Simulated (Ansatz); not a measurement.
Cost and result for the atomization energy of AlBrH4Si (`[SiH3][AlH][Br]`) (7 atoms, 6 bonds).

| atom | x (Å) | y (Å) | z (Å) |
| --- | --- | --- | --- |
| Si1 | 0.5578 | -0.6047 | 0.7440 |
| Al2 | -0.4804 | 0.8534 | -0.9230 |
| Br3 | -2.5610 | 0.3052 | -1.6276 |
| H4 | 0.0175 | -1.9887 | 0.6715 |
| H5 | 0.2837 | -0.0697 | 2.1087 |
| H6 | 2.0367 | -0.6603 | 0.5720 |
| H7 | 0.1459 | 2.1648 | -1.5455 |

The species carries charge 0 and has multiplicity 1. Correlated methods include outer-core shells of Br, which these sets cover unevenly. Scalar relativity is left out up to krypton. The structure was optimised at the PBE0-D4/def2-TZVP level. Program: Ansatz. All runs use 2 threads of an AMD EPYC 7B13 on a shared host. Times are those of one run each, without the atoms' runs, and a repeat can differ threefold. Electronic energies, without spin–orbit coupling; frozen cores. CCSD(T)/CBS adds CCSD(T) − MP2 in def2-TZVPP to the MP2 limit, and its time is that of the two runs behind it. T1 = 0.010. With those shells the extrapolation isn't a true limit.

CCSD(T)/CBS is a level of theory with its own doubt, some kJ/mol a heavy atom from the limit and from the frozen cores, so smaller differences don't rank the functionals.

| level | functions | atomization (kcal/mol) | difference from CCSD(T)/CBS | per bond |
| --- | --- | --- | --- | --- |
| PBE0-D4/def2-TZVPP | 188 | 440.2 | -9.9 | -1.6 |
| r2SCAN-D4/def2-TZVPP (with forces) | 188 | 448.7 | -1.4 | -0.2 |
| r2SCANh-D4/def2-TZVPP | 188 | 447.5 | -2.6 | -0.4 |
| CCSD(T)/def2-TZVPP | 188 | 437.0 | -13.1 | -2.2 |
| ωB97M-V/def2-TZVPP (with forces) | 188 | 444.9 | -5.2 | -0.9 |
| CCSD(T)/CBS(def2) | – | 450.1 | 0.0 | 0.0 |
| CCSD(T)/def2-SVP | 88 | 418.8 | -31.3 | -5.2 |
| LDA (SPW92)/def2-TZVPP | 188 | 487.7 | 37.6 | 6.3 |
| B97M-V/def2-TZVPP | 188 | 452.3 | 2.2 | 0.4 |
| CAM-B3LYP-D4/def2-TZVPP | 188 | 444.6 | -5.5 | -0.9 |
| PBE-D4/def2-TZVPP (with forces) | 188 | 439.3 | -10.8 | -1.8 |
| ωB97X-V/def2-TZVPP | 188 | 450.8 | 0.7 | 0.1 |
| MP2/def2-QZVPP | 349 | 442.4 | -7.7 | -1.3 |

Order the runs by time, with rough figures. (Estimate.)

Ansatz gave: LDA (SPW92)/def2-TZVPP 1.2 s; PBE-D4/def2-TZVPP (with forces) 2.3 s; CCSD(T)/def2-SVP 2.9 s; PBE0-D4/def2-TZVPP 2.9 s; r2SCAN-D4/def2-TZVPP (with forces) 4.2 s; CAM-B3LYP-D4/def2-TZVPP 4.2 s; r2SCANh-D4/def2-TZVPP 5.5 s; B97M-V/def2-TZVPP 7.5 s; ωB97X-V/def2-TZVPP 8 s; ωB97M-V/def2-TZVPP (with forces) 12 s; MP2/def2-QZVPP 16 s; CCSD(T)/def2-TZVPP 48 s; CCSD(T)/CBS(def2) 64 s.

From PBE to PBE0 (25 % exact exchange), in def2-TZVPP and without D4, the atomization energy moves by +1.3 kcal/mol. At CCSD(T), def2-SVP lies −31.2 kcal/mol from the extrapolated value and def2-TZVPP −13.0 kcal/mol: correlation converges slowly with the basis, and small sets miss more of it in the bonded molecule than in its fragments. In def2-TZVPP, CCSD(T) changes the Hartree–Fock value by +90.5 kcal/mol (the triples alone add +4.2 kcal/mol) and MP2 by +88.2 kcal/mol; breaking electron pairs costs correlation energy, which Hartree–Fock lacks.
